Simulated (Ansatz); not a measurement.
The inner images of a band of ClF5Mo + FH (9 atoms, charge 0, multiplicity 1) are given out of order.

The calculation used Ansatz, RKS PBE/def2-SVP.

Initial state:

```xyz
9
Properties=species:S:1:pos:R:3
Mo -0.189 -0.186 -0.105
Cl -0.083 -0.066 2.203
F 1.646 -0.206 -0.221
F -0.241 1.648 -0.233
F -2.034 -0.223 -0.036
F -0.195 -2.031 -0.028
F -0.277 -0.286 -1.948
F 2.093 2.153 1.528
H 1.650 1.666 2.193
```

Final state:

```xyz
9
Properties=species:S:1:pos:R:3
Mo 0.219 0.221 -0.496
Cl 0.001 0.042 3.735
F 1.817 -0.001 -1.387
F -0.032 1.821 -1.376
F -1.372 0.464 0.395
F 0.492 -1.370 0.385
F -0.662 -0.666 -1.847
F 1.112 1.120 0.859
H 0.794 0.837 3.084
```

**Question.** Put them in order from the first end to the last, with their energies above the first end.
A.
```xyz
9
Properties=species:S:1:pos:R:3
Mo 0.131 0.291 -0.494
Cl 0.590 -0.349 3.734
F 1.886 -0.011 -0.965
F 0.114 1.813 -1.534
F -1.607 0.613 0.023
F 0.153 -1.236 0.528
F -0.456 -0.679 -1.943
F 0.718 1.300 0.950
H 0.842 0.727 3.054
```
B.
```xyz
9
Properties=species:S:1:pos:R:3
Mo 0.164 0.163 -0.118
Cl 0.525 -0.488 2.514
F 1.990 -0.061 -0.092
F 0.523 1.630 -1.178
F -1.485 0.494 0.616
F 0.137 -1.683 -0.050
F -0.734 -0.262 -1.678
F 0.609 1.730 1.194
H 0.642 0.946 2.143
```
C.
```xyz
9
Properties=species:S:1:pos:R:3
Mo -0.077 -0.284 -0.176
Cl 0.387 -0.287 2.091
F 1.692 -0.639 -0.554
F 0.251 1.517 -0.323
F -1.850 0.081 0.182
F -0.433 -2.094 -0.106
F -0.467 -0.334 -1.981
F 1.577 2.622 1.858
H 1.291 1.887 2.362
```
D.
```xyz
9
Properties=species:S:1:pos:R:3
Mo 0.148 0.284 -0.334
Cl 0.641 -0.441 3.174
F 1.961 -0.022 -0.434
F 0.361 1.719 -1.471
F -1.523 0.496 0.403
F 0.123 -1.465 0.238
F -0.622 -0.410 -1.857
F 0.590 1.552 0.977
H 0.692 0.755 2.656
```
E.
```xyz
9
Properties=species:S:1:pos:R:3
Mo 0.091 -0.150 -0.137
Cl 0.561 -0.531 2.148
F 1.883 -0.470 -0.422
F 0.506 1.511 -0.798
F -1.486 0.530 0.523
F -0.199 -1.975 -0.148
F -0.719 -0.363 -1.787
F 0.869 2.323 1.689
H 0.863 1.593 2.285
```

**Answer.** C (+0.03 eV), E (+0.29 eV), B (+0.32 eV), D (-0.14 eV), A (-0.49 eV).

Run time: 5.8 min on 4 threads of AMD EPYC 7R43 64-Core Processor (Zen 3) (shared host), peak memory 0.23 GiB.
